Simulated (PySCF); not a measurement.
Species: C10H8N2.
Numbering: `[cH:1]1[cH:2][cH:3][c:4](-[c:5]2[cH:6][cH:7][cH:8][n:9][n:10]2)[cH:11][cH:12]1`

Probes without a nucleus sit at each ring's centroid and 1 Å off its mean plane on both sides; NICS is minus the shielding there, NICSzz its component along the normal. Level: GIAO PBE0/pcSseg-1 (PySCF, non-relativistic, gas phase) on the GFN2-xTB geometry, one conformer.

Ring bond lengths (Å), with Mayer bond orders in brackets: C1–C2 1.386 (1.42), C2–C3 1.380 (1.43), C3–C4 1.397 (1.44), C4–C11 1.394 (1.41), C11–C12 1.383 (1.46), C12–C1 1.385 (1.43); C5–C6 1.405 (1.26), C6–C7 1.378 (1.49), C7–C8 1.394 (1.33), C8–N9 1.319 (1.49), N9–N10 1.293 (1.36), N10–C5 1.333 (1.49).

Q: What do the NICS probes read (ppm)?

A: 
```
               ring                                                 type  NICS(0)  NICS(1), two faces  NICS(1)zz, two faces  rms pucker (Å)  centre to ring atoms, mean (Å)
C1–C2–C3–C4–C11–C12     6-membered carbocycle; formal bonds all aromatic     -6.8       -10.2 / -10.2         -25.6 / -25.6            0.00                            1.39
 C5–C6–C7–C8–N9–N10  6-membered ring with 2 N; formal bonds all aromatic     -3.7       -10.1 / -10.1         -24.0 / -24.0            0.00                            1.35
```

Q: What do they say, and how far can they be read as aromaticity?

A: 
- C1–C2–C3–C4–C11–C12: mean NICS(1)zz -25.6 ppm, shielded, aromatic by this magnetic criterion (flat ring, no four-coordinate atom).
- C5–C6–C7–C8–N9–N10: mean NICS(1)zz -24.0 ppm, shielded, aromatic by this magnetic criterion (flat ring, no four-coordinate atom). NICS(0) lies 6 ppm above the mean NICS(1).

Q: What does the geometric index give? HOMA takes Krygowski's 1993 parameters.

A: 
- C1–C2–C3–C4–C11–C12: HOMA 0.99 = 1 − EN − GEO, with mean bond length 1.387 Å, EN = α(Ropt − mean)² = 0.000 and GEO = α × variance = 0.009. The geometric and the magnetic index point the same way.
- C5–C6–C7–C8–N9–N10: HOMA 0.97; the largest term is that of C5–C6, α(R − Ropt)² = 0.08. The geometric and the magnetic index point the same way.

Q: What is the mean of the two in-plane components of NICS at the first NICS(1) probe listed for ring C5–C6–C7–C8–N9–N10, 1 Å off the ring?

A: The isotropic value is a third of the trace: (3 × -10.1 − (-24.0))/2 = -3.1 ppm.

Q: Give the inner angles of the rings and the Hirshfeld charges of the ring atoms.

A: 
- C1–C2–C3–C4–C11–C12: C1 119.6° (-0.043 e), C2 120.2° (-0.044 e), C3 120.7° (-0.042 e), C4 118.6° (-0.011 e), C11 120.5° (-0.049 e), C12 120.4° (-0.049 e); sum 720.0° against 720° for a flat convex ring.
- C5–C6–C7–C8–N9–N10: C5 120.4° (+0.058 e), C6 117.7° (-0.035 e), C7 117.2° (-0.033 e), C8 122.2° (+0.009 e), N9 120.7° (-0.106 e), N10 121.8° (-0.082 e); sum 720.0° against 720° for a flat convex ring.

Q: How shielded are the nuclei of the rings and their hydrogens (means over atoms taken as equivalent)?

A: 
```tsv
atoms	environment	σ isotropic (ppm)
C1	aromatic CH carbon	50.0
C2 (×2)	aromatic CH carbon	52.5
C3 (×2)	aromatic CH carbon	55.3
C4	substituted aromatic carbon	47.2
C5	substituted aromatic carbon	26.6
C6	aromatic CH carbon	62.8
C7	aromatic CH carbon	56.4
C8	aromatic CH next to a ring nitrogen	33.2
N9	pyridine-type nitrogen	-201.2
N10	pyridine-type nitrogen	-188.4
H on C1	aromatic hydrogen	23.95
H on C2 (×2)	aromatic hydrogen	23.86
H on C3 (×2)	aromatic hydrogen	22.53
H on C6	aromatic hydrogen	23.61
```

The list is cut; further classes of hydrogen are left out.

Conformer computed: `[cH:1]1[cH:2][cH:3][c:4](-[c:5]2[cH:6][cH:7][cH:8][n:9][n:10]2)[cH:11][cH:12]1`: C3–C4–C5–C6 180°.
